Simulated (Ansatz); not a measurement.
Basis-set extrapolation for C₂H₅AlO, SMILES `[CH2]1O[CH2][AlH]1` (PBE0-D4/def2-TZVP geometry, frozen core, the Gaussian-basis code of Ansatz). Multiplicity 1, RHF reference.

```tsv
	def2-TZVPP	def2-QZVPP
HF	-395.420658	-395.435131
MP2 correlation	-0.651328	-0.697832
CCSD(T) correlation	-0.710006	not run
```

Energies in hartree. Use E(X) = E(∞) + A·exp(−7.88·√X) for Hartree–Fock and E(X) = E(∞) + B·X^(−2.97) for correlation, with X = 3 and 4, and add CCSD(T) minus MP2 of the smaller set to the MP2 limit.

Q: What is the CCSD(T) energy at the basis-set limit?

A: HF limit: -395.435131 + (-0.014473) × 0.13774 = -395.43712. MP2 limit: -0.697832 + (-0.046504) × 0.74074 = -0.73228. Higher-order term: -0.710006 − (-0.651328) = -0.05868. Total: -396.22808 hartree, 255.8 kJ/mol below CCSD(T)/def2-TZVPP.
